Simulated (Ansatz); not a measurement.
Ansatz (an electronic-structure program) input (RPA@PBE/def2-QZVPP):
A basis named .json is the Basis Set Exchange file of that set.

Ansatz 0.2 input:
```yaml
crystal:
  periodic: [false, false, false]
  atoms:
    - {symbol: La, position_ang: [0.00095221, 0.06278102, -0.02561912]}
    - {symbol: F, position_ang: [-1.67029079, -1.36946611, 0.18328024]}
    - {symbol: F, position_ang: [0.03217717, 2.12150138, -0.86572347]}
    - {symbol: F, position_ang: [1.63208295, -1.14964841, 0.84469768]}
basis:
  gaussian:
    orbitals: def2-QZVPP.json
hamiltonian:
  xc: pbe
magnetization: {spin_polarized: true, initial_magnetization: 2}
correlation: {method: rpa, electrons: outside_noble_gas}
```

Output:

```
Functional definition: PBE
integrals: 0.63 GiB planned
1577 factors; integrals over basis functions are off by at most 7.7e-4 eV
mean field: 1.27 GiB planned
mean field evaluation 1: about -9004.9697 eV, gradient 3.7e1 eV
mean field evaluation 2: about -9004.9659 eV, gradient 3.7e1 eV
mean field evaluation 4: about -9000.6365 eV, gradient 4.2e1 eV
mean field evaluation 8: about -9008.6034 eV, gradient 7.5e0 eV
mean field evaluation 16: about -9008.8501 eV, gradient 3.2e-3 eV
mean field evaluation 32: about -9007.7840 eV, gradient 2.7e-2 eV
mean field evaluation 64: about -9008.3855 eV, gradient 5.5e-1 eV
mean field evaluation 96: about -9008.5421 eV, gradient 3.0e0 eV
mean field evaluation 128: about -9008.6783 eV, gradient 6.1e0 eV
mean field -9008.85010392 eV, -331.0691349013 hartree, gradient 3.0e-6 eV, S^2 2.002856; 10 other end points of the search recorded, 0 dependent functions left out
7 core orbitals not correlated, not the lowest: weight in the atoms' cores, before any rotation towards them, 0.853 or more for the frozen orbitals, at most 0.125 for the correlated occupied ones
reference -8966.72155197 eV, -329.5209391728 hartree; 13, 11 occupied and 232, 234 virtual orbitals, 1577 factors
Total energy: -9006.25915673 eV, -330.9739193482 hartree
```

The spin state was set by rule; other spins were not relaxed.
